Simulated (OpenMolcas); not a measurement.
**Ti3+ in a point-charge field**

Ti3+ among 6 point charges of -2 e arranged as an octahedron (Oh), 1.88 Å from the ion.
```
   1.8800    0.0000    0.0000  -2.00
   0.0000    1.8800    0.0000  -2.00
  -1.8800    0.0000    0.0000  -2.00
   0.0000   -1.8800    0.0000  -2.00
   0.0000    0.0000    1.8800  -2.00
   0.0000    0.0000   -1.8800  -2.00
```

```yaml
Program: OpenMolcas 26.06
Method: CASSCF
Basis: ANO-RCC-VDZP [5s4p2d1f]
Scalar_Hamiltonian: DKH2, point nucleus
Active_space: 1 electron in 5 orbitals (3d)
State_averaging: 2S+1 = 2 even, 5 roots
Spin-orbit_coupling: RASSI with atomic mean-field integrals over the reference wave functions
```

The lowest spin-free states (labels of O, the rotations of Oh), above the lowest:

```tsv
State	Degeneracy	E (cm-1)	Free-ion L (%)
2T2	3	0.0	D (100)
2E	2	10427	D (100)
```

The lowest levels with spin-orbit coupling:

```
E (cm-1)  Degeneracy  Label  2S+1               g
     0.0           4     Γ8     2                
   208.8           2     Γ7     2  2.00 2.00 2.00
   10502           4     Γ8     2
```

Powder χT (cm3 K/mol): 0.00556 at 2 K, 0.0255 at 10 K, 0.125 at 50 K, 0.242 at 100 K, 0.391 at 200 K, 0.468 at 300 K. The effective moment at 300 K is 2.828 √(χT) = 1.93 μB.

The lowest level has 2S+1 = 2, for which the spin-only value is χT = S(S+1) / 2 = 0.375 cm3 K/mol (g = 2). The computed 0.468 at 300 K differs by +0.093, through orbital momentum, spin-orbit coupling and any other state in reach. With a threefold ground state the orbital momentum is unquenched, so the spin-only value is not expected to hold.

The gap between the two states is 10Dq = 10427 cm-1.

An orbital triplet at a regular site is open to Jahn-Teller coupling, which can distort the site and quench the lowest spin-orbit gaps and is left out. This is an electrostatic model: the charges have no orbitals. No measured value stands beside these numbers.
